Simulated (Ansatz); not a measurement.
CH6OSSi2 can be A, `SC1O[SiH2][SiH2]1`, or B, `O=C([SiH3])S[SiH3]`.

Calculated with Ansatz (gas phase, PBE0-D4/def2-TZVP geometries, no zero-point term in ΔE). CCSD(T)/CBS is the MP2 limit (def2-TZVPP, def2-QZVPP) plus CCSD(T) − MP2 in def2-TZVPP, frozen cores. DFT in def2-TZVPP. B3LYP here is the variant with VWN-RPA as its local correlation; programs differ in this. Each species was taken in one conformer, which may not be the lowest.

Problem. Which isomer does CCSD(T)/CBS put lower? Give the gap. (Best estimate.)

Solution. Ansatz gave: B, by 3.1 kcal/mol.

Problem. Give E(B) − E(A) in kcal/mol with B3LYP-D4, ωB97M-V, MP2/def2-TZVPP, PBE0-D4, CCSD(T)/def2-TZVPP, HF/def2-TZVPP, B3LYP. (An estimate is asked.)

Solution. Ansatz gave: B3LYP-D4 -7.0, ωB97M-V -3.5, MP2/def2-TZVPP -4.2, PBE0-D4 -2.0, CCSD(T)/def2-TZVPP -4.3, HF/def2-TZVPP -7.7, B3LYP -7.8. None reverses the order clearly.

Largest T1 diagnostic: 0.017.

From PBE to PBE0 (25 % exact exchange), in def2-TZVPP and without D4, E(B) − E(A) moves by +3.6 kcal/mol. The D4 term adds +0.8 kcal/mol with B3LYP and +0.4 kcal/mol with PBE0; it sums over pairs of atoms, weighted by their polarisabilities, and B3LYP, whose exchange is more repulsive, gets the larger term.
